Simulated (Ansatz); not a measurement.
Species: C6H12S, charge 0, multiplicity 1. 
Structure (B3LYP-D3(BJ)/def2-TZVP (Ansatz, an electronic-structure program) minimum search):
SMILES: C1CCCCCS1
```xyz
19

C     -0.1601    -1.7656     0.0728
C      0.8862    -1.2630    -0.9351
C      1.7815    -0.1335    -0.4123
C      1.1247     1.2326    -0.2499
S     -0.2944     1.3242     0.8900
C     -1.5291     0.4367    -0.1122
C     -1.5335    -1.0875     0.0226
H      0.2514    -1.6574     1.0786
H     -0.3187    -2.8366    -0.0764
H      0.4020    -0.9564    -1.8687
H      1.5399    -2.0974    -1.2004
H      2.6260    -0.0068    -1.0990
H      2.2053    -0.4402     0.5481
H      1.8482     1.9468     0.1468
H      0.7907     1.6171    -1.2172
H     -2.4999     0.8398     0.1779
H     -1.3621     0.7374    -1.1481
H     -2.1066    -1.4864    -0.8218
H     -2.0840    -1.3657     0.9248
```
Charge 0, spin multiplicity 1.

Total electronic energies in hartree. Valence correlation only, unless marked. Spin-orbit coupling is left out. No relativistic terms. Basis-set limits of correlation are two-point, X^-3; Hartree-Fock from the larger set. The bracket is a focal-point correction in the basis named.

```json
[
 {"level": "HF/cc-pV(D+d)Z", "program": "Ansatz", "energy (Eh)": "-631.74366"},
 {"level": "SVWN5/def2-TZVPD", "program": "Ansatz", "energy (Eh)": "-630.57416"},
 {"level": "PBE-D4/def2-TZVPD", "program": "Ansatz + dftd4", "energy (Eh)": "-633.66722"},
 {"level": "revPBE-D3(BJ)/def2-TZVPD", "program": "Ansatz + dftd3", "energy (Eh)": "-634.05132"},
 {"level": "PBE0-D3(BJ)/def2-TZVP", "program": "Ansatz + dftd3", "energy (Eh)": "-633.74245"},
 {"level": "BHLYP-D4/def2-TZVPD", "program": "Ansatz + dftd4", "energy (Eh)": "-634.01760"},
 {"level": "r2SCAN0/def2-TZVPD", "program": "Ansatz", "energy (Eh)": "-633.95822"},
 {"level": "CAM-B3LYP-D3(BJ)/def2-TZVPD", "program": "Ansatz + dftd3", "energy (Eh)": "-634.03711"},
 {"level": "B2GP-PLYP-D3(BJ)/def2-TZVPD", "program": "Ansatz + dftd3", "energy (Eh)": "-633.70974"},
 {"level": "B2GP-PLYP-D4/def2-TZVPD", "program": "Ansatz + dftd4", "energy (Eh)": "-633.70648"},
 {"level": "B2GP-PLYP/def2-TZVPD", "program": "Ansatz", "energy (Eh)": "-633.69834"},
 {"level": "B2PLYP-D4/def2-TZVPD", "program": "Ansatz + dftd4", "energy (Eh)": "-633.80268"},
 {"level": "MP2/aug-cc-pV(T+d)Z", "program": "Ansatz", "energy (Eh)": "-633.06317"},
 {"level": "RI-MP2/aug-cc-pV(Q+d)Z", "program": "Ansatz", "energy (Eh)": "-633.14596"},
 {"level": "RI-MP2/cc-pV(T+d)Z", "program": "Ansatz", "energy (Eh)": "-633.03889"},
 {"level": "RI-MP2/cc-pV(Q+d)Z", "program": "Ansatz", "energy (Eh)": "-633.13570"},
 {"level": "RI-MP2/CBS(cc-pV(T+d)Z,cc-pV(Q+d)Z)", "program": "Ansatz", "energy (Eh)": "-633.1934"},
 {"level": "SCS-MP2/STO-3G", "program": "Ansatz", "energy (Eh)": "-625.01173"},
 {"level": "SCS-MP2/cc-pV(D+d)Z", "program": "Ansatz", "energy (Eh)": "-632.72646"},
 {"level": "CCSD(T)/STO-3G", "program": "Ansatz", "energy (Eh)": "-625.08498"},
 {"level": "CCSD(T)/6-31G", "program": "Ansatz", "energy (Eh)": "-632.26750"},
 {"level": "CCSD(T)/cc-pV(D+d)Z", "program": "Ansatz", "energy (Eh)": "-632.85593"},
 {"level": "RI-MP2/CBS(aug-cc-pV(T+d)Z,aug-cc-pV(Q+d)Z)+[CCSD(T)-MP2]/aug-cc-pV(T+d)Z", "program": "Ansatz", "energy (Eh)": "-633.3218"}
]
```

Totals of different functionals don't rank their quality; only differences between species are comparable.
